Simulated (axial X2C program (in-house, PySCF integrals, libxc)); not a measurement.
**YCl⁺: from the spin-free to the two-component result**

All values were computed with an in-house all-electron X2C program for linear molecules (integrals from PySCF). Spin-free means the one-electron spin-free X2C Hamiltonian; two-component (2c) means X2C with spin–orbit coupling and atomic mean-field two-electron Coulomb and Gaunt terms, so the difference of the two also holds small scalar two-electron terms. Basis: Y dyall-cv3z [11s12p9d6f3g], Cl dyall-av3z [9s8p3d2f] (cores contracted in-house); Gaussian nuclei, density fitting, unrestricted open shells. Masses: Y 88.906 u, Cl 34.969 u.

Spin-free state: M_S = 1/2, Λ = 0 (beyond evenly filled blocks: σα); fragments Y+ + Cl.

```
  level  Re (Å)  ωe (cm⁻¹)  μ (D)
   PBE0   2.306      440.4  -5.96
     HF   2.357      428.3  -6.90
    MP2   2.351      426.8    n/a
   CCSD   2.352      426.5    n/a
CCSD(T)   2.354      424.6    n/a
   BP86   2.316      429.6  -5.48
```

Correlated methods: 9 electrons correlated (number of frozen shells: Y 4 s, 3 p, 1 d; Cl 2 s, 1 p), 309 virtual spin orbitals or spinors in MP2, 89 natural virtuals in coupled cluster.

Dipoles are positive if Cl is the positive end and refer to the centre of mass.

Two-component determinant lowest at the distance of the search:

Ω = 1/2 (⟨Sz⟩ = 0.50, ⟨Lz⟩ = 0.00 at HF); fragments Y+ + Cl.

| level | Re (Å) | ωe (cm⁻¹) | μ (D) |
| --- | --- | --- | --- |
| PBE0 | 2.306 | 440.4 | -5.96 |
| HF | 2.357 | 428.3 | -6.90 |
| MP2 | 2.351 | 426.8 | n/a |
| CCSD | 2.352 | 426.5 | n/a |
| CCSD(T) | 2.354 | 424.5 | n/a |
| BP86 | 2.316 | 429.6 | -5.47 |

Question: From the two tables, how do the constants change at the CCSD(T) level (2c against spin-free)?

Answer: At the CCSD(T) level Re is unchanged within 0.001 Å and ωe stays the same within 0.2 cm⁻¹.

One determinant describes the state; a PBE0 search over occupations chose it and may have missed a lower one. De is not given where an atomic determinant may have missed its ground term or J level, or where the truncated virtual space spoils (T). Density functionals use the spin component along the axis (collinear). Coupled cluster ran in a truncated set of natural virtual spinors; the MP2 energy of the rest was added. (T) has no such correction and the atoms are truncated less, which lowers De at CCSD(T) by a hundredth of an eV or more. PBE0 can misorder states that lie within some tenths of an eV, so this need not be the ground state of the molecule. The nearest other spin-free determinant of the search, M_S = 1/2, Λ = 2, lies 0.50 eV up at the distance of the search. Without a current term, density functionals place determinants with orbital angular momentum somewhat too high. The outer-core s and p shells of the metal are frozen in the correlated rows, which leaves out core–valence correlation; for alkali and alkaline-earth bonds that tends to lengthen them. With the outer-core shells frozen, correlated bond lengths of heavy atoms tend to come out a few hundredths of an ångström too long.
